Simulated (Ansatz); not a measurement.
C3H3 (SMILES C#C[CH2]) moved off its minimum; all values from Ansatz (a first-principles code), cores frozen in correlated methods. Open shells are unrestricted.
(charge 0, multiplicity 2)
```xyz
6

C      1.25502    -0.21591     0.18563
C      0.22778     0.05258     0.04490
C     -1.07676     0.17478    -0.16488
H      2.38856    -0.28310     0.22727
H     -1.63529     0.88572    -0.55474
H     -1.98734    -0.58420     0.33580
```

| level | largest force (eV/Å) | on atom | rms difference from CCSD(T)/cc-pVTZ (eV/Å) | dipole (D) |
|---|---|---|---|---|
| HF/def2-TZVPP | 23.61 | C1 | 0.797 | 0.25 |
| PBE/def2-TZVPP | 25.49 | C1 | 0.362 | 0.21 |
| r2SCAN/def2-TZVPP | 24.99 | C1 | 0.265 | 0.21 |
| B3LYP/def2-TZVPP | 24.54 | C1 | 0.307 | 0.23 |
| wB97M-V/def2-TZVPP | 24.40 | C1 | 0.329 | 0.21 |
| MP2/cc-pVTZ | 24.65 | C1 | 0.346 | 0.18 |
| CCSD(T)/cc-pVTZ | 25.52 | C1 | 0.000 | 0.21 |

The differences count from one level among others, with limits of its own. Forces at CCSD(T)/cc-pVTZ (eV/Å):

| atom | Fx | Fy | Fz |
|---|---|---|---|
| C1 | 24.865 | -4.981 | 2.866 |
| C2 | -19.172 | 4.524 | -2.550 |
| C3 | -4.944 | -4.848 | 2.954 |
| H4 | -2.462 | -0.148 | 0.096 |
| H5 | -1.571 | 3.810 | -2.191 |
| H6 | 3.283 | 1.644 | -1.176 |
